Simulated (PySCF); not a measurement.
A small calculation by hand: dipole moment from atomic charges

Si(H)(Br)(NH2)2 (BrH₅N₂Si), SMILES N[SiH](N)Br. Atoms are numbered in the order given.

```xyz
9

Si    -0.4003    -0.5893     0.7367
N     -1.5225    -1.4214    -0.2581
N      0.7472    -1.7320     1.2992
Br     0.3825     1.0637    -0.6106
H     -0.8809     0.1295     1.9451
H     -2.0367    -0.9388    -0.9865
H     -2.0033    -2.2484     0.0816
H      1.2220    -2.3399     0.6376
H      1.3416    -1.5066     2.0912
```

The structure is a stationary point at B3LYP-D3(BJ)/def2-SVP. This is a generated structure with no PubChem entry under its InChIKey; it may be hypothetical. The values are those of a single conformer.

Charges (e) from CAM-B3LYP/def2-TZVP in PySCF:

```json
[
 {"atom": "Si1", "ESP fit": "0.563", "IAO": "1.145"},
 {"atom": "N2", "ESP fit": "-0.885", "IAO": "-0.870"},
 {"atom": "N3", "ESP fit": "-0.855", "IAO": "-0.861"},
 {"atom": "Br4", "ESP fit": "-0.225", "IAO": "-0.342"},
 {"atom": "H5", "ESP fit": "-0.067", "IAO": "-0.174"},
 {"atom": "H6", "ESP fit": "0.357", "IAO": "0.279"},
 {"atom": "H7", "ESP fit": "0.387", "IAO": "0.275"},
 {"atom": "H8", "ESP fit": "0.374", "IAO": "0.273"},
 {"atom": "H9", "ESP fit": "0.351", "IAO": "0.274"}
]
```

The dipole moment of the full density is 2.37 D.

Question: What dipole moment does each set of point charges give, and which comes closer to that of the density?

Answer: 
μ = Σ q r, and 1 e Å = 4.8032 D.
ESP fit: Σ q r = (-0.118, -0.450, 0.191) e Å, |μ| = 2.42 D.
IAO: Σ q r = (-0.173, -0.265, 0.314) e Å, |μ| = 2.14 D.
ESP fit comes closer in size. Point charges leave out the atoms' own dipoles (lone pairs, polarised bonds); fits to the potential absorb them, partitions of the density don't.
